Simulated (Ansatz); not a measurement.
# Worked example: C2H8GeO + C2H7BO → CH6GeO2 + C3H9B

Species: C2H8GeO `C[O][GeH2][CH3]`, singlet; C2H7BO `CCBO`, singlet; CH6GeO2 `C[O][GeH2][OH]`, singlet; C3H9B `CBCC`, singlet. The partners trade CH3 for OH: Ge–CH3 and B–OH bonds give way to Ge–OH and B–CH3.

Shapes, held fixed at every level: PBE0-D4/def2-TZVP. Flexible molecules stand in one conformer, not always the lowest. Programs: Ansatz 0.2.0. The zero-point and thermal change to 298 K, harmonic and unscaled (PBE0-D4/def2-TZVP), is -5.2 kJ/mol.

At CCSD(T)/def2-TZVPP; 1 Eh = 2625.50 kJ/mol:

```
species   energy (Eh)
C2H8GeO  -2231.625685
 C2H7BO   -180.246493
CH6GeO2  -2267.542037
  C3H9B   -144.293650
```

Task: Work out ΔH(298 K) of the reaction at this level.

Result: 
1. Products less reactants: (-2267.542037) + (-144.293650) − [(-2231.625685) + (-180.246493)] = 0.036491 Eh = +95.8 kJ/mol.
2. With the thermal change: +95.8 + (-5.2) = +90.6 kJ/mol.

Other levels give +82.9 (HF/def2-TZVPP) to +104.1 kJ/mol (CCSD(T)/def2-SVP). No measured value is set beside it here. Relativity is left out for Ge. Outer-core shells of Ge are correlated, in sets that cover them unevenly.
